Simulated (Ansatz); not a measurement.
`C[NH][Sn]([F])([F])[F]` at its PBE0-D4/def2-TZVP geometry, where that method's forces vanish. The species carries charge 0 and has multiplicity 1. Sn takes the def2 core potential.

```json
{"atom": "C1", "x (Å)": "1.446", "y (Å)": "-0.326", "z (Å)": "0.381"}
{"atom": "N2", "x (Å)": "0.290", "y (Å)": "0.550", "z (Å)": "0.548"}
{"atom": "Sn3", "x (Å)": "-1.336", "y (Å)": "0.235", "z (Å)": "-0.534"}
{"atom": "F4", "x (Å)": "-0.893", "y (Å)": "0.268", "z (Å)": "-2.373"}
{"atom": "F5", "x (Å)": "-2.634", "y (Å)": "1.571", "z (Å)": "-0.211"}
{"atom": "F6", "x (Å)": "-2.259", "y (Å)": "-1.410", "z (Å)": "-0.310"}
{"atom": "H7", "x (Å)": "1.326", "y (Å)": "-1.323", "z (Å)": "0.820"}
{"atom": "H8", "x (Å)": "1.668", "y (Å)": "-0.444", "z (Å)": "-0.681"}
{"atom": "H9", "x (Å)": "2.316", "y (Å)": "0.150", "z (Å)": "0.840"}
{"atom": "H10", "x (Å)": "0.076", "y (Å)": "0.729", "z (Å)": "1.520"}
```

Q: For each bond, give half the difference of the two atoms' forces along it (eV/Å; positive pushes the atoms apart) under PBE-D4, r2SCAN-D4, B3LYP-D4, ωB97M-V in def2-TZVPP. (Best estimate.)

A: Ansatz gave: 
| bond | length (Å) | PBE-D4 | r2SCAN-D4 | B3LYP-D4 | ωB97M-V |
| --- | --- | --- | --- | --- | --- |
| C1–N2 | 1.460 | -0.01 | 0.17 | 0.22 | 0.32 |
| C1–H7 | 1.095 | 0.08 | -0.06 | -0.08 | -0.10 |
| C1–H8 | 1.091 | 0.10 | -0.05 | -0.09 | -0.09 |
| C1–H9 | 1.093 | 0.13 | -0.03 | -0.10 | -0.13 |
| N2–Sn3 | 1.978 | 0.02 | 0.04 | 0.05 | -0.15 |
| N2–H10 | 1.011 | 0.19 | -0.02 | -0.11 | -0.10 |
| Sn3–F4 | 1.891 | 0.45 | 0.09 | 0.22 | 0.03 |
| Sn3–F5 | 1.891 | 0.42 | 0.08 | 0.20 | 0.03 |
| Sn3–F6 | 1.899 | 0.43 | 0.08 | 0.21 | 0.02 |

B3LYP here is the variant with VWN-RPA as its local correlation; programs differ in this.
